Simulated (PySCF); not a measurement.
L and K shells in `N#CB(P)Cl`

Species: CH2BClNP.
Geometry (PBE0-D3(BJ)/def2-SVP, Å), atoms numbered from 1 in this order:
```
atom  x, y, z in Å
N1    -2.1236   -0.4971    0.3605
C2    -1.3021    0.3208    0.4184
B3    -0.1713    1.3628    0.4802
P4     1.5518    0.8247    1.0407
Cl5   -0.5697    3.0378    0.2034
H6     2.3417    1.6526    0.1997
H7     1.6561   -0.3956    0.3209
```

Computed with delta-SCF UKS SCAN, pcX-2 on the ionised atom, pcseg-1 elsewhere, spin-free X2C in PySCF 2.14.0. Binding energies are ΔSCF values: E(core-ionised, relaxed orbitals) − E(ground state) at a fixed geometry, referred to the vacuum level. The 2p values add to the ΔSCF energy of one spin-free hole a correction within the shell (spin–orbit coupling, ligand field). The splitting includes the ligand field, and 2p3/2 is the mean of two sublevels.

Give the 2p3/2 and 2p1/2 binding energies and the splitting.

```
atom                  environment  2p3/2 (eV)  2p1/2 (eV)  splitting (eV)  mean of the shell (eV)
  P4  three-coordinate phosphorus      137.26      138.15            0.89                  137.55
 Cl5         chlorine bonded to B      206.93      208.58            1.65                  207.48
```

What are the 1s binding energies of the same atoms?

P4 2150.80 eV; Cl5 2829.51 eV.

Which Kα1 and Kα2 emission energies and wavelengths follow?

The photon carries the difference of the 1s-hole and 2p-hole states, both at the ground state's geometry; λ = 12398.42 eV Å/E.

```tsv
atom	Kα1 (eV)	Kα2 (eV)	λ(Kα1) (Å)	λ(Kα2) (Å)
P4	2013.54	2012.65	6.1575	6.1602
Cl5	2622.58	2620.93	4.7276	4.7305
```

2p1/2 minus 2p3/2 by element: P (Z = 15) 0.89 eV, Cl (Z = 17) 1.65 eV.

And the 1s levels of the other atoms?

B3 (three-coordinate boron) 198.13 eV; C2 (cyano carbon) 292.23 eV; N1 (cyano nitrogen) 405.53 eV.

Spin contamination (⟨S²⟩ against 0.75 for a pure doublet) is marked for B 1s of B3 (0.88), which makes this value less certain. The structure is a single PBE0-D3(BJ)/def2-SVP conformer in the gas phase; no vibrational or solvent corrections.
